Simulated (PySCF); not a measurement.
# TaO₂F: from structure and modes to constants

These are results of PySCF, PBE0, basis Ta def2-TZVP with ECP60, O def2-TZVP, F def2-TZVP (scalar-relativistic core potentials, no spin–orbit coupling, density fitting), not measurements.

The singlet minimum has Cs symmetry. Masses (u): Ta 180.94800, O 15.99492, F 18.99840.

```xyz
4
charge 0 multiplicity 1, angstrom
Ta   -0.0263    0.0000   -0.1364
O    -0.8810    1.3867    0.4413
O    -0.8810   -1.3867    0.4413
F     1.7342    0.0000    0.5550
```

Harmonic wavenumbers (cm⁻¹): 188.2 (a', ×1), 230.8 (a'', ×1), 337.1 (a', ×1), 661.3 (a', ×1), 950.2 (a'', ×1), 1015.7 (a', ×1).

Question: Find the principal moments of inertia and the rotational constants. What kind of rotor is it?

Answer: About the centre of mass I = 76.335, 97.542, 144.23 u Å². With B = 16.8576/I this gives 0.2208, 0.1728, 0.1169 cm⁻¹. The molecule is an asymmetric top with κ = 0.08.

Question: What is the harmonic zero-point energy?

Answer: Half the sum of all 6 wavenumbers, 3383/2 = 1692 cm⁻¹, which is 20.2 kJ/mol (1 cm⁻¹ = 0.0119627 kJ/mol).

Question: Find the vibrational entropy and heat capacity at 298.15 K.

Answer: With u = 1.43878 ω/T, each mode gives S = R[u/(eᵘ−1) − ln(1−e⁻ᵘ)] and C = R u² eᵘ/(eᵘ−1)².
| ω (cm⁻¹) | u | S (J/(mol K)) | C (J/(mol K)) |
| --- | --- | --- | --- |
| 188.2 | 0.908 | 9.40 | 7.77 |
| 230.8 | 1.114 | 7.84 | 7.51 |
| 337.1 | 1.627 | 5.13 | 6.70 |
| 661.3 | 3.191 | 1.49 | 3.79 |
| 950.2 | 4.586 | 0.48 | 1.82 |
| 1015.7 | 4.901 | 0.37 | 1.51 |
The sums over all modes are S = 24.7 and C = 29.1 J/(mol K); the softest mode gives 38 % of the entropy.

Question: Give the standard entropy (298.15 K, 1 bar) by its translational, rotational, vibrational and spin parts, and Cp.

Answer: Sackur–Tetrode with M = 231.94 u gives 176.8; rotation with symmetry number 1 gives 106.3; vibration 24.7; spin R ln 1 = 0.0. The total is 307.7 J/(mol K), and Cp = 4 R + 29.1 = 62.3 J/(mol K).

This need not be the most stable arrangement of these atoms. No spin–orbit coupling is included, which matters more the heavier the element.
